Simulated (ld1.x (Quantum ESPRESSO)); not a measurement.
**Reading a pseudo-wave (holmium (Ho))**

Columns: radius, all-electron u(r) and pseudo u(r) of the 4f shell (level -7.19 eV) of holmium in the configuration [Kr] 4d10 4f11 5s2 5p6 5d0 6s2 6p0; PBE, non-relativistic, TM semilocal scheme, ld1.x (Quantum ESPRESSO) 7.5.

```
r (bohr)  all-electron  pseudo
   0.173        0.3592  0.0695
   0.345        0.9618  0.6241
   0.518        1.1306  1.2290
   0.690        1.0406  1.1981
   0.862        0.8816  0.9245
   1.035        0.7252  0.7269
   1.208        0.5917  0.5917
   1.380        0.4828  0.4828
   1.553        0.3942  0.3942
   1.725        0.3232  0.3232
   1.898        0.2658  0.2658
   2.070        0.2197  0.2197
   2.242        0.1824  0.1824
   2.415        0.1520  0.1520
   2.588        0.1272  0.1272
   2.760        0.1070  0.1070
   2.932        0.0904  0.0904
   3.105        0.0766  0.0766
   3.278        0.0653  0.0653
   3.450        0.0558  0.0558
   3.623        0.0479  0.0479
   3.795        0.0412  0.0412
   3.968        0.0355  0.0355
   4.140        0.0307  0.0307
   4.312        0.0265  0.0265
   4.485        0.0230  0.0230
```

Problem. How many radial nodes do the two functions have?

Solution. The all-electron 4f function has n − l − 1 = 0; the pseudo-wave has 0.

Problem. At about which radius was the pseudo-wave matched?

Solution. 1.20 bohr, where the columns begin to agree (steps of 0.17 bohr).

Problem. Is the pseudo-wave norm-conserving?

Solution. Yes: the TM semilocal scheme keeps the norm inside the radius equal to the all-electron one, which fixes the energy derivative of the logarithmic derivative at the level.
